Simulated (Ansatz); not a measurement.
Coupled-cluster run, BFH4OSSi, SMILES `FB(S)O[SiH3]`.

```yaml
crystal:
  periodic: [false, false, false]
  atoms:
    - {symbol: F, position_ang: [-2.250320, -1.080725, 0.206526]}
    - {symbol: B, position_ang: [-1.082598, -0.470842, 0.374595]}
    - {symbol: S, position_ang: [-0.585606, 0.067108, 2.039837]}
    - {symbol: O, position_ang: [-0.304991, -0.272412, -0.702294]}
    - {symbol: Si, position_ang: [1.165916, 0.393504, -1.056094]}
    - {symbol: H, position_ang: [-1.699278, -0.381918, 2.638869]}
    - {symbol: H, position_ang: [2.012906, -0.664949, -1.652166]}
    - {symbol: H, position_ang: [1.796773, 0.921726, 0.179520]}
    - {symbol: H, position_ang: [0.947208, 1.488509, -2.028793]}
basis:
  gaussian: {orbitals: def2-QZVPP}
correlation: {method: ccsd_t}
```

```sh
$ ansatz run in.yaml --threads 2 --pin off --events-out ev --progress --plain --max-ram 22528MiB --backend cuda --devices 0, --max-vram 18GiB
```

Log, shortened:

```
Functional definition: HF
  name "HF"
  cite "Fock, Z. Phys. 61, 126 (1930) doi:10.1007/BF01340294"
  parent pbe
  exchange = exact_x
  correlation = 0
2595 factors; integrals over basis functions are off by at most 9.3e-4 eV
mean field evaluation 1: about -24162.9066 eV, gradient 4.3e1 eV
mean field evaluation 2: about -24163.0520 eV, gradient 4.3e1 eV
mean field evaluation 4: about -24166.7838 eV, gradient 3.7e0 eV
mean field evaluation 8: about -24166.8459 eV, gradient 3.4e-1 eV
mean field -24166.84647022 eV, -888.1152269036 hartree, gradient 2.1e-6 eV, S^2 0.000000; 0 other end points of the search recorded, 0 dependent functions left out
13 core orbitals not correlated: weight in the atoms' cores, before any rotation towards them, 1.000 or more for the frozen orbitals, at most 0.000 for the correlated occupied ones
reference -24166.84647022 eV, -888.1152269036 hartree; 15, 15 occupied and 403, 403 virtual orbitals, 2595 factors
second order -25.82922177 eV of doubles, -0.00000000 eV of singles
cycle   1  -25.99486607 eV  change   -1.7e-1 eV  update   1.1e-1
cycle   2  -26.58943575 eV  change   -5.9e-1 eV  update   3.2e-2
cycle   3  -26.72565261 eV  change   -1.4e-1 eV  update   1.6e-2
cycle   4  -26.70628174 eV  change    1.9e-2 eV  update   3.6e-3
cycle   5  -26.70366610 eV  change    2.6e-3 eV  update   1.5e-3
cycle   6  -26.70444195 eV  change   -7.8e-4 eV  update   4.4e-4
cycle   7  -26.70415326 eV  change    2.9e-4 eV  update   1.4e-4
cycle   8  -26.70406894 eV  change    8.4e-5 eV  update   4.7e-5
cycle   9  -26.70409008 eV  change   -2.1e-5 eV  update   2.1e-5
perturbative correction -1.04376429 eV, -0.0383576300 hartree
Total energy: -24194.59432458 eV, -889.1349417433 hartree
```

It took 33 s on 2 threads of an AMD EPYC 7R13 on a shared host and a share of an NVIDIA H100 80 GB, with 2.1 GiB of host memory at the peak.

The correlation energy is -27.748 eV, 3.8 % of it from (T); the T1 diagnostic reads 0.0124.
